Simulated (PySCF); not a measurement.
Li(Me) cation (CH3Li), SMILES [Li][CH3] (connectivity only; charge and spin as stated), charge +1, multiplicity 2. Atoms are numbered in the order given.

```xyz
5

Li     0.0000     0.0000    -1.7324
C      0.0000     0.0000     0.5362
H     -0.9354     0.5400     0.6600
H      0.9354     0.5400     0.6600
H      0.0000    -1.0801     0.6600
```
Charge +1, spin multiplicity 2.

The structure is a stationary point at ωB97X-D3(BJ)/def2-TZVPD. The multiplicity is an assumed one; other spin states were not compared. The isomer is the one that the SMILES or the coordinates give; other isomers of the formula were not compared.

Computed with PySCF with PBE/def2-TZVPD.

Mulliken values depend strongly on the basis, most of all with diffuse functions as here. ESP charges are fitted to the potential on shells at 1.4 to 2.0 van der Waals radii. Atomic charges (e):

```csv
atom,meta-Löwdin,ESP fit,Mulliken spin
Li1,0.91,…,0.05
C2,-0.42,…,1.06
H3,0.17,…,-0.04
H4,0.17,…,-0.04
H5,0.17,…,-0.04
```

Problem. What belongs in the gaps? (An estimate is asked for; the answer gives what the named calculation found.)

Solution. 
- Li1, ESP fit: 0.84
- C2, ESP fit: -0.31
- H3, ESP fit: 0.16
- H4, ESP fit: 0.16
- H5, ESP fit: 0.16
